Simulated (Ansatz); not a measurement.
Consider the atomization: `OBOCO` → B• + C• + 5 H• + 3 O•.

Isolated molecules relaxed with PBE0-D4/def2-TZVP in Ansatz; ΔE leaves out vibrations. CBS: MP2 limit from def2 TZ/QZ plus the TZ coupled-cluster correction, frozen cores. This one scheme is used for every species, atoms too. DFT in def2-TZVPP. No spin–orbit coupling; open shells (•) take unrestricted orbitals. Spin–orbit coupling would lower the free atoms: a little for B, C, O. One conformer a species, not always the lowest.

**Question.** What is ΔE at CCSD(T)/CBS? (Estimate.)

**Answer.** Computed: +42.22 eV.

**Question.** What do these levels give: PBE-D4, PBE0-D4, PBE, r2SCAN, PBE0, MP2/def2-TZVPP, SCS-MP2/def2-TZVPP, CCSD/def2-TZVPP, CCSD(T)/def2-TZVPP, HF/def2-QZVPP, MP2/def2-QZVPP, MP2/CBS(def2)? (Estimate.)

**Answer.** The calculation gave: PBE-D4 43.27, PBE0-D4 42.14, PBE 43.13, r2SCAN 42.33, PBE0 42.02, MP2/def2-TZVPP 42.28, SCS-MP2/def2-TZVPP 41.81, CCSD/def2-TZVPP 40.42, CCSD(T)/def2-TZVPP 41.10, HF/def2-QZVPP 30.15, MP2/def2-QZVPP 42.95, MP2/CBS(def2) 43.41 eV.

Largest T1 diagnostic among the species: 0.014.

In def2-TZVPP, CCSD(T) changes the Hartree–Fock value by +11.01 eV (the triples alone add +0.68 eV) and MP2 by +12.20 eV; breaking electron pairs costs correlation energy, which Hartree–Fock lacks. From PBE to PBE0 (25 % exact exchange), in def2-TZVPP and without D4, ΔE moves by −1.11 eV: exact exchange takes away binding that semilocal exchange gives to molecules. The D4 term adds +0.22 eV with B3LYP and +0.12 eV with PBE0; it sums over pairs of atoms, weighted by their polarisabilities, and B3LYP, whose exchange is more repulsive, gets the larger term.

B3LYP here is the variant with VWN-RPA as its local correlation; programs differ in this.

For atomizations the MP2-based limit and the directly extrapolated one differ by several kJ/mol either way, and by 10 to 25 for some Ge, Se and Sn compounds, so smaller differences from it don't rank the levels.
